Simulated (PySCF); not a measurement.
3,6-dihydro-2H-pyran (C5H8O), SMILES C1=CCOCC1.

Coordinates come from a B3LYP-D3(BJ)/def2-SVP optimisation. Other conformers were not sampled.

The numbers are results of B3LYP-D3(BJ)/def2-SVP run with PySCF 2.14.0, not measurements.

Frequencies are harmonic and unscaled.

Computed harmonic wavenumbers and intensities:
```
mode  ν (cm⁻¹)  IR (km/mol)  moving atoms (share of kinetic energy)
----  --------  -----------  --------------------------------------
1          179          2.2                          H 51 %, C 41 %
2          304          5.2                  H 36 %, C 35 %, O 29 %
3          393          1.0                          H 50 %, C 48 %
4          491          3.6                  C 46 %, O 38 %, H 16 %
5          537          0.6                          C 70 %, H 22 %
6          658         24.4                          H 81 %, C 18 %
7          781          9.0                          H 49 %, C 45 %
8          861          7.6                  C 63 %, H 20 %, O 17 %
9          907         11.0                          C 54 %, H 38 %
10         932          8.5                          C 61 %, H 31 %
11         987          9.1                          H 63 %, C 34 %
12        1001          2.3                          H 60 %, C 39 %
13        1030          8.2                          H 50 %, C 48 %
14        1049          7.7                          C 48 %, H 47 %
15        1090          0.5                          H 49 %, C 49 %
16        1132         55.9                  H 55 %, C 25 %, O 20 %
17        1211         41.8                  H 60 %, C 24 %, O 15 %
18        1222          6.3                          H 79 %, C 17 %
19        1255         22.9                          H 80 %, C 12 %
20        1310          5.3                   H 79 %, C 12 %, O 9 %
21        1350          2.3                          H 77 %, C 21 %
22        1369          4.3                          H 65 %, C 33 %
23        1408          9.8                          H 51 %, C 48 %
24        1415          5.3                          H 74 %, C 25 %
25        1441          4.5                          H 90 %, C 10 %
26        1461          3.4                                  H 92 %
27        1481          2.6                           H 90 %, C 9 %
28        1732          1.4                                  C 93 %
29        2925         70.7                                  H 93 %
30        2967         66.1                                  H 93 %
31        3017         26.6                                  H 94 %
32        3059         41.2                           H 92 %, C 8 %
33        3060         12.9                           H 91 %, C 9 %
34        3100         37.3                           H 91 %, C 9 %
35        3153          5.9                                  H 92 %
36        3174         21.0                           H 91 %, C 9 %
```
